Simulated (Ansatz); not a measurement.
`F[SiH](S)S` → F• + 3 H• + 2 S• + Si•  (atomization)

Computed with Ansatz on PBE0-D4/def2-TZVP structures; ΔE is electronic, products minus reactants. CCSD(T)/CBS adds triple-zeta CCSD(T) − MP2 to the extrapolated MP2 energy (def2 sets, frozen cores). This one scheme is used for every species, atoms too. Functionals use def2-TZVPP. B3LYP here is the variant with VWN-RPA as its local correlation; programs differ in this. HSE06 is defined as in plane-wave codes. No spin–orbit coupling; open shells (•) take unrestricted orbitals. Spin–orbit coupling would lower the free atoms: a little for F, S, Si. Each species was taken in one conformer, which may not be the lowest.

`F[SiH](S)S`:

```xyz
7

F     0.414   -0.761    1.493
Si   -0.110   -0.115    0.131
S     0.918   -0.828   -1.573
S     0.287    1.962    0.165
H    -1.541   -0.472    0.059
H     0.080   -1.867   -1.738
H    -0.047    2.081    1.463
```

```tsv
level	ΔE (kJ/mol)	difference from CCSD(T)/CBS
PBE-D4	2320.5	8.2
BLYP-D4	2273.8	-38.5
r2SCAN-D4	2313.6	1.3
B97M-V	2332.2	19.9
PBE0-D4	2281.9	-30.4
B3LYP-D4	2279.3	-33.0
r2SCANh-D4	2295.7	-16.6
r2SCAN0-D4	2270.2	-42.1
HSE06-D4	2283.2	-29.1
BHLYP-D4	2219.9	-92.4
ωB97X-V	2322.7	10.4
ωB97M-V	2320.6	8.3
B2PLYP	2257.4	-54.9
PBE-QIDH	2274.4	-37.9
PBE	2302.0	-10.3
revPBE	2216.1	-96.2
BLYP	2233.4	-78.9
r2SCAN	2309.4	-2.9
PBE0	2266.2	-46.1
B3LYP	2248.8	-63.5
r2SCANh	2291.2	-21.1
r2SCAN0	2265.2	-47.1
HSE06	2268.5	-43.8
BHLYP	2194.2	-118.1
CAM-B3LYP	2272.4	-39.9
LC-ωPBE	2262.2	-50.1
HF/def2-SVP	1597.9	-714.4
MP2/def2-SVP	2111.5	-200.8
CCSD/def2-SVP	2053.4	-258.9
CCSD(T)/def2-SVP	2078.6	-233.7
HF/def2-TZVPP	1655.0	-657.3
MP2/def2-TZVPP	2277.0	-35.3
SCS-MP2/def2-TZVPP	2259.2	-53.1
CCSD/def2-TZVPP	2190.4	-121.9
CCSD(T)/def2-TZVPP	2229.7	-82.6
HF/def2-QZVPP	1660.6	-651.7
MP2/def2-QZVPP	2326.3	14.0
SCS-MP2/def2-QZVPP	2312.8	0.5
HF/CBS(def2)	1661.5	-650.8
MP2/CBS(def2)	2359.6	47.3
CCSD(T)/CBS	2312.3	0
```

Largest T1 diagnostic among the species: 0.012.

From BLYP to BHLYP (50 % exact exchange), in def2-TZVPP and without D4, ΔE moves by −39.1 kJ/mol: exact exchange takes away binding that semilocal exchange gives to molecules. The D4 term adds +30.5 kJ/mol with B3LYP and +15.7 kJ/mol with PBE0; it sums over pairs of atoms, weighted by their polarisabilities, and B3LYP, whose exchange is more repulsive, gets the larger term.

For atomizations the MP2-based limit and the directly extrapolated one differ by several kJ/mol either way, and by 10 to 25 for some Ge, Se and Sn compounds, so smaller differences from it don't rank the levels.
